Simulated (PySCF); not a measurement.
(SiH3)2PPF2, F2H6P2Si2.
SMILES: `FP(F)P([SiH3])[SiH3]`

Jobs on this species (12 atoms, 82 electrons) with PySCF (density fitting). Hardware of each: an Intel Xeon Platinum 8259CL at 2.50 GHz with one thread, no GPU, shared host. Other jobs ran on the host; a repeat could differ by tens of per cent or more. Peak memory is the resident size of the whole Python process, interpreter and libraries included.

```json
{"level and settings": "B3LYP/pcSseg-1", "work": "shieldings", "basis functions": "160", "SCF cycles": "?", "wall time": "?", "peak memory": "?"}
{"level and settings": "KT3/pcSseg-1", "work": "shieldings", "basis functions": "160", "SCF cycles": "?", "wall time": "?", "peak memory": "?"}
{"level and settings": "KT2/pcSseg-1", "work": "shieldings", "basis functions": "160", "SCF cycles": "?", "wall time": "?", "peak memory": "?"}
{"level and settings": "PBE0-D3(BJ)/def2-SVP, grid level 1", "work": "geometry optimisation from a GFN2-xTB start", "basis functions": "130", "SCF cycles": "126", "wall time": "3.4 min", "peak memory": "0.52 GiB"}
{"level and settings": "mPW1PW91/pcSseg-1", "work": "shieldings", "basis functions": "160", "SCF cycles": "13", "wall time": "23 s", "peak memory": "1.0 GiB"}
{"level and settings": "PBE0/pcSseg-1", "work": "shieldings", "basis functions": "160", "SCF cycles": "13", "wall time": "22 s", "peak memory": "1.0 GiB"}
{"level and settings": "B97-D/pcSseg-1", "work": "shieldings", "basis functions": "160", "SCF cycles": "15", "wall time": "36 s", "peak memory": "0.98 GiB"}
```

Question: Fill in the missing figures.

Answer: 
- B3LYP/pcSseg-1; shieldings: 27 s, 1.1 GiB, 12 SCF cycles
- KT3/pcSseg-1; shieldings: 37 s, 0.98 GiB, 16 SCF cycles
- KT2/pcSseg-1; shieldings: 36 s, 0.98 GiB, 16 SCF cycles

Question: What do all jobs in the table cost together?

Answer: About 6.4 min; the longest takes about 53 % of that, and about 9.3 times as long as the shortest.
